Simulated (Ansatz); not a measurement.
Cartesian coordinates in Å:
```
C 0.261 2.023 -0.309
Hf 0.173 0.028 0.621
C -1.878 -0.728 0.339
C 1.472 -1.299 -0.564
Cl 0.790 0.051 2.898
H -0.718 2.306 -0.717
H 0.563 2.808 0.395
H 0.977 2.034 -1.141
H -2.626 -0.088 0.823
H -2.127 -0.772 -0.730
H -2.002 -1.739 0.745
H 1.204 -1.253 -1.628
H 1.379 -2.346 -0.249
H 2.531 -1.027 -0.482
```

Charge 0, multiplicity 1. Hf takes the def2 core potential.

List the ωB97M-V/def2-TZVPP orbital energies in eV (the Gaussian-basis code of Ansatz). (Best estimate.)

The calculation gave: Occupied: -2771.49, -280.55, -280.55, -280.53, -261.90, -199.30, -199.28, -199.28, -71.07, -39.42, -39.21, -39.20, -24.88, -21.68, -21.44, -21.44, -13.74, -13.74, -13.71, -13.43, -13.40, -13.21, -12.64, -11.66, -11.65, -10.72, -10.06, -10.03. Lowest empty: 1.03, 1.18, 1.19, 1.57, 1.75, 1.90, 3.29, 3.30.
